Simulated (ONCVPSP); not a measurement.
An all-electron radial function and its pseudo partner (Au)

Columns: radius, all-electron u(r) and pseudo u(r) of the 5s shell (level -108.45 eV) of gold in the configuration [Kr] 4d10 4f14 5s2 5p6 5d10 6s1; Wu-Cohen, scalar-relativistic, ONCV scheme, ONCVPSP 4.0.1.

```tsv
r (bohr)	all-electron	pseudo
0.113	0.3944	0.0196
0.225	-0.1848	0.1061
0.338	-0.6875	0.2925
0.450	-0.1877	0.5557
0.563	0.5235	0.8392
0.675	1.0105	1.0665
0.788	1.2244	1.1911
0.900	1.2328	1.1973
1.013	1.1237	1.1070
1.125	0.9647	0.9604
1.238	0.7943	0.7938
1.350	0.6373	0.6371
1.463	0.5002	0.5000
1.575	0.3877	0.3876
1.688	0.2966	0.2965
1.800	0.2255	0.2254
1.913	0.1700	0.1699
2.025	0.1277	0.1277
2.138	0.0954	0.0953
2.250	0.0712	0.0711
2.363	0.0528	0.0528
2.475	0.0392	0.0392
2.588	0.0290	0.0290
2.700	0.0214	0.0214
2.813	0.0158	0.0158
2.925	0.0116	0.0116
```

Task: How many radial nodes do the two functions have?

Result: The all-electron 5s function has n − l − 1 = 4 (the table is too coarse to show those close to the nucleus); the pseudo-wave has 0, since the states of the same l below it are removed with the core.

Task: At about which radius was the pseudo-wave matched?

Result: 1.34 bohr, where the columns begin to agree (steps of 0.11 bohr).

Task: Where does each function peak?

Result: Outermost all-electron maximum near 0.90 bohr, pseudo maximum near 0.90 bohr (to the table’s step).

Task: Is the pseudo-wave norm-conserving?

Result: Yes: the ONCV scheme keeps the norm inside the radius equal to the all-electron one, which fixes the energy derivative of the logarithmic derivative at the level.
